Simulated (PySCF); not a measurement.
A structure optimised at PBE-D3(BJ)/def2-SVP, used in a PySCF frequency run:

```xyz
13

Al    -0.1025     0.0343     0.5350
C      0.1531    -0.9756    -1.1307
C      0.4223    -0.1109    -2.3753
H     -0.7676    -1.5840    -1.2857
H      0.9667    -1.7208    -0.9854
H      1.3682     0.4632    -2.2813
H     -0.3846     0.6327    -2.5385
H      0.5037    -0.7178    -3.3029
O     -1.0307     1.4857     0.4262
H     -1.2271     2.0738     1.1702
N      0.5783    -0.5082     2.0976
H      0.4695    -0.0519     3.0056
H      1.1477    -1.3506     2.2069
```
Charge 0, spin multiplicity 1.

Write its SMILES and formula.

C[CH2][Al]([NH2])[OH], C2H8AlNO

What are its rotational constants (standard atomic weights)?

5.4807, 2.4476, 1.7904 GHz
